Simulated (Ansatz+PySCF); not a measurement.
Results of a calculation; reference values are marked as such.
## Several solutions for singlet BeO

| atom | x (Å) | y (Å) | z (Å) |
| --- | --- | --- | --- |
| Be | 0.0000 | 0.0000 | -1.5615 |
| O | 0.0000 | 0.0000 | 0.7808 |

Basis set: STO-3G (spherical functions). Charge 0, multiplicity 1.

PBE0 (restricted) was run from several starts with Ansatz (development build ahead of 0.2.0).

| run | program | start | converged | energy (hartree) | <S²> |
| --- | --- | --- | --- | --- | --- |
| A | Ansatz | stability test followed | yes | -88.32293 | 0.00 |
| B | Ansatz | search for the lowest state | yes | -88.32293 | 0.00 |
| C | Ansatz | atomic start, no search | yes | -88.31812 | 0.00 |

Question: Which runs reached the lowest solution of this kind, and what is wrong with the others?

Answer: A, B reached the lowest solution found. Converged but too high: C by 0.13 eV. Convergence only shows a stationary point, and even a stable one can lie too high; stability tests and further starts are what find lower ones. Caution: another spin multiplicity may lie lower. Caution: an unrestricted determinant lies well below (2.14 eV lower).
